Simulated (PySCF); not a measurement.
C2H2Cl4Si, SMILES Cl[Si](Cl)(Cl)/C=C\Cl, singlet, B3LYP/def2-SVP optimised geometry.

```
9

Cl     0.67     0.59    -2.38
C      1.18    -0.21    -0.93
C      0.36    -0.72     0.00
Si    -1.50    -0.72     0.00
Cl    -2.10    -1.67     1.73
Cl    -2.27     1.19     0.00
Cl    -2.27    -1.74    -1.61
H      2.27    -0.26    -0.84
H      0.84    -1.19     0.86
```

Density from B3LYP/def2-TZVP in PySCF at that geometry.

Minimum of the electron density along straight lines between bonded atoms, close to the bond critical point (lines longer than 1.1 times the sum of covalent radii, or with two minima, are not listed):

```tsv
bond	length / Å	ρ at the minimum / e bohr⁻³	∇²ρ there / e bohr⁻⁵	position (fraction from the first atom)
Cl1–C2	1.735	0.205	-0.32	0.58
C2–C3	1.338	0.348	-1.05	0.52
C3–Si4	1.858	0.128	0.17	0.61
Si4–Cl5	2.066	0.101	0.18	0.36
Si4–Cl6	2.062	0.102	0.18	0.36
Si4–Cl7	2.062	0.102	0.18	0.36
C2–H8	1.094	0.285	-1.02	0.66
C3–H9	1.097	0.274	-0.94	0.65
```
